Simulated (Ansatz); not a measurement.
Abridged output of a molecular run in Ansatz:

```
Functional definition: HF
1625 factors; integrals over basis functions are off by at most 1.1e-3 eV
mean field evaluation 1: about -17908.8723 eV, gradient 5.2e1 eV
mean field evaluation 2: about -17909.1364 eV, gradient 5.2e1 eV
mean field evaluation 4: about -17913.6944 eV, gradient 3.5e0 eV
mean field evaluation 8: about -17913.7509 eV, gradient 2.9e-1 eV
mean field -17913.75108336 eV, -658.3182099368 hartree, gradient 2.4e-6 eV, S^2 0.000000; 0 other end points of the search recorded, 0 dependent functions left out
10 core orbitals not correlated: weight in the atoms' cores, before any rotation towards them, 1.000 or more for the frozen orbitals, at most 0.000 for the correlated occupied ones
reference -17913.75108336 eV, -658.3182099368 hartree; 19, 19 occupied and 238, 238 virtual orbitals, 1625 factors
second order -33.47762924 eV of doubles, -0.00000000 eV of singles
cycle   1  -33.37911146 eV  change    9.9e-2 eV  update   1.1e-1
cycle   2  -34.03127290 eV  change   -6.5e-1 eV  update   2.9e-2
cycle   3  -34.17845272 eV  change   -1.5e-1 eV  update   1.4e-2
cycle   4  -34.16137202 eV  change    1.7e-2 eV  update   2.7e-3
cycle   5  -34.16040747 eV  change    9.6e-4 eV  update   1.1e-3
cycle   6  -34.16125056 eV  change   -8.4e-4 eV  update   3.0e-4
cycle   7  -34.16107652 eV  change    1.7e-4 eV  update   1.0e-4
cycle   8  -34.16101036 eV  change    6.6e-5 eV  update   3.0e-5
cycle   9  -34.16101517 eV  change   -4.8e-6 eV  update   1.2e-5
perturbative correction -1.11325764 eV, -0.0409114638 hartree
Total energy: -17949.02535618 eV, -659.6145155531 hartree
```

Its atoms:

```xyz
11

C     0.126    1.829   -0.576
O     0.441    0.452   -0.528
Si   -0.087   -0.612    0.559
N     0.121   -2.157   -0.053
F    -1.584   -0.219    0.931
F     0.676   -0.527    1.946
H     0.331    2.187   -1.586
H     0.746    2.389    0.128
H    -0.927    2.007   -0.344
H    -0.052   -2.383   -1.016
H     0.208   -2.965    0.537
```

**Question.** Which basis set was used?
A. def2-SVPD
B. def2-QZVPP
C. def2-TZVPP
D. def2-SVP

**Answer.** C. It gives 267 functions.

**Question.** Write the keys of the input that set method, charge and spin (a neutral closed shell needs none for the last two).

**Answer.** 
```yaml
correlation: {method: ccsd_t}
```
